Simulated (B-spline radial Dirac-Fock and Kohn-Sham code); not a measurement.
## Dipole and non-dipole photoemission parameters of Au 5d5/2

System: the free gold atom, configuration [Xe] 4f14 5d10 6s1; threshold 9.82 eV (orbital energy of the model). Calculated with a radial atomic solver, using Dirac-Hartree-Slater photoionisation with a Latter tail; cross sections with all multipoles, angular parameters from the dipole term and its interference with E2.

For linearly polarised light dσ/dΩ = σ/(4π) [1 + β P₂(cos θ) + (δ + γ cos²θ) sin θ cos φ], with θ from the polarisation vector and φ the angle between the beam and the projection of the electron momentum on the plane normal to the polarisation.

```
hν (eV)  σ (kb)       β       γ       δ
     60    6990   1.091   0.015   0.011
   76.7    2940   1.422   0.050   0.015
    150     144   1.780   0.446  -0.024
    160     108   1.523   0.450  -0.032
    193       ?       ?       ?       ?
    292    56.9  -0.307  -0.026   0.064
    400    60.2   0.320   0.162   0.050
    561    51.6   0.787   0.208   0.021
    579    50.4   0.821   0.204   0.019
    693    42.8   0.985   0.160   0.009
    730    40.4   1.025   0.144   0.007
    800    36.4   1.088   0.112   0.004
    873    32.6   1.142   0.080   0.002
 1253.6    19.0   1.298  -0.024   0.002
   1320    17.4   1.313  -0.032   0.003
   1390    15.9   1.327  -0.037   0.004
   1400    15.7   1.328  -0.038   0.004
   1560    12.9   1.352  -0.041   0.007
   2600    4.49   1.387   0.106   0.026
   2930    3.40   1.380   0.179   0.033
 2984.4    3.26   1.379   0.191   0.034
   3630    2.01   1.355   0.341   0.046
   5590   0.632   1.264   0.766   0.084
   6000   0.517   1.244   0.844   0.092
   9200   0.143   1.106   1.342   0.158
   9920   0.113   1.079   1.433   0.172
  12500  0.0534   0.992   1.710   0.226
  13600  0.0403   0.960   1.809   0.248
  15000  0.0289   0.921   1.921   0.276
```

Question: Give the values at 193 eV.

Answer: σ = 59.5 kb, β = 0.257, γ = 0.223, δ = -0.024.
